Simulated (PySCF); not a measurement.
C₇H₇O, SMILES COc1c[c]ccc1, doublet, GFN2-xTB optimised geometry.

```
15

C     -0.89    -2.50     0.00
O     -1.50    -1.23     0.00
C     -0.71    -0.12     0.00
C     -1.39     1.11     0.00
C     -0.64     2.24     0.00
C      0.72     2.29     0.00
C      1.38     1.07     0.00
C      0.68    -0.12     0.00
H     -1.71    -3.22     0.00
H     -0.27    -2.65     0.89
H     -0.28    -2.65    -0.90
H     -2.47     1.11     0.00
H      1.27     3.22     0.00
H      2.47     1.05     0.00
H      1.23    -1.05     0.00
```

Density from PySCF with unrestricted PBE0/def2-TZVP at that geometry.

Minimum of the electron density along straight lines between bonded atoms, close to the bond critical point (lines longer than 1.1 times the sum of covalent radii, or with two minima, are not listed):

```json
[
 {"bond": "C1–O2", "length / Å": "1.407", "ρ at the minimum / e bohr⁻³": "…", "∇²ρ there / e bohr⁻⁵": "-0.49", "position (fraction from the first atom)": "0.35"},
 {"bond": "O2–C3", "length / Å": "1.361", "ρ at the minimum / e bohr⁻³": "0.293", "∇²ρ there / e bohr⁻⁵": "…", "position (fraction from the first atom)": "0.66"},
 {"bond": "C3–C4", "length / Å": "1.406", "ρ at the minimum / e bohr⁻³": "0.309", "∇²ρ there / e bohr⁻⁵": "-0.89", "position (fraction from the first atom)": "0.52"},
 {"bond": "C4–C5", "length / Å": "1.356", "ρ at the minimum / e bohr⁻³": "0.334", "∇²ρ there / e bohr⁻⁵": "-1.01", "position (fraction from the first atom)": "0.49"},
 {"bond": "C5–C6", "length / Å": "1.366", "ρ at the minimum / e bohr⁻³": "0.328", "∇²ρ there / e bohr⁻⁵": "-0.99", "position (fraction from the first atom)": "0.51"},
 {"bond": "C6–C7", "length / Å": "1.390", "ρ at the minimum / e bohr⁻³": "0.314", "∇²ρ there / e bohr⁻⁵": "-0.91", "position (fraction from the first atom)": "0.50"},
 {"bond": "C3–C8", "length / Å": "1.390", "ρ at the minimum / e bohr⁻³": "0.319", "∇²ρ there / e bohr⁻⁵": "-0.94", "position (fraction from the first atom)": "0.52"},
 {"bond": "C7–C8", "length / Å": "1.385", "ρ at the minimum / e bohr⁻³": "0.319", "∇²ρ there / e bohr⁻⁵": "-0.94", "position (fraction from the first atom)": "0.50"},
 {"bond": "C1–H9", "length / Å": "1.089", "ρ at the minimum / e bohr⁻³": "0.287", "∇²ρ there / e bohr⁻⁵": "-1.03", "position (fraction from the first atom)": "0.65"},
 {"bond": "C1–H10", "length / Å": "1.095", "ρ at the minimum / e bohr⁻³": "0.282", "∇²ρ there / e bohr⁻⁵": "-0.99", "position (fraction from the first atom)": "0.65"},
 {"bond": "C1–H11", "length / Å": "1.095", "ρ at the minimum / e bohr⁻³": "0.282", "∇²ρ there / e bohr⁻⁵": "-0.99", "position (fraction from the first atom)": "0.65"},
 {"bond": "C4–H12", "length / Å": "1.078", "ρ at the minimum / e bohr⁻³": "0.286", "∇²ρ there / e bohr⁻⁵": "-1.03", "position (fraction from the first atom)": "0.65"},
 {"bond": "C6–H13", "length / Å": "1.078", "ρ at the minimum / e bohr⁻³": "0.287", "∇²ρ there / e bohr⁻⁵": "-1.03", "position (fraction from the first atom)": "0.65"},
 {"bond": "C7–H14", "length / Å": "1.081", "ρ at the minimum / e bohr⁻³": "0.287", "∇²ρ there / e bohr⁻⁵": "-1.03", "position (fraction from the first atom)": "0.65"},
 {"bond": "C8–H15", "length / Å": "1.079", "ρ at the minimum / e bohr⁻³": "0.286", "∇²ρ there / e bohr⁻⁵": "-1.01", "position (fraction from the first atom)": "0.64"}
]
```

Problem. What belongs in the gaps?

Solution. 
- C1–O2, ρ at the minimum / e bohr⁻³: 0.260
- O2–C3, ∇²ρ there / e bohr⁻⁵: -0.56
